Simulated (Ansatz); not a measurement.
`OB(O)[SiH3]` and `C[SiH2]B(O)O` differ in one atom or group.

Ansatz, PBE0-D4/def2-TZVP geometries, multiplicity 1. Each molecule was computed in one conformer, which needn't be the lowest.

```tsv
property	`OB(O)[SiH3]`
HOMO–LUMO gap (B3LYP/def2-TZVPP) / eV	7.92
LUMO energy (B3LYP/def2-TZVPP) / eV	-0.26
HOMO–LUMO gap (ωB97M-V/def2-TZVPP) / eV	12.11
LUMO energy (ωB97M-V/def2-TZVPP) / eV	1.57
HOMO energy (PBE0/def2-TZVPP) / eV	-8.38
size of the dipole moment (B3LYP/def2-TZVPP) / D	3.28
```

Problem. What does the change do to each property? (Estimate.)

Solution. Ansatz gave: 
```tsv
property	`C[SiH2]B(O)O`	shift
HOMO–LUMO gap (B3LYP/def2-TZVPP) / eV	7.33	-0.59
LUMO energy (B3LYP/def2-TZVPP) / eV	-0.30	-0.04
HOMO–LUMO gap (ωB97M-V/def2-TZVPP) / eV	11.66	-0.45
LUMO energy (ωB97M-V/def2-TZVPP) / eV	1.66	0.09
HOMO energy (PBE0/def2-TZVPP) / eV	-7.81	0.57
size of the dipole moment (B3LYP/def2-TZVPP) / D	2.13	-1.15
```

Dipoles are sizes alone; their direction can turn.

B3LYP here is the variant with VWN-RPA as its local correlation; programs differ in this.
